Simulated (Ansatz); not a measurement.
CH5GaS (`[CH3][GaH][SH]`), charge 0, multiplicity 1.

Give a relaxed structure at PBE0-D4/def2-TZVP (the Gaussian-basis code of Ansatz). (Estimate.)

Ansatz gave: 
Cartesian coordinates in Å:
```
C -0.341 0.710 -0.857
Ga -0.129 -0.007 0.954
S 1.024 -1.862 1.275
H -1.402 0.822 -1.094
H 0.121 0.068 -1.607
H 0.113 1.703 -0.919
H -0.706 0.611 2.270
H 1.319 -2.045 -0.023
```
Point group Cs.
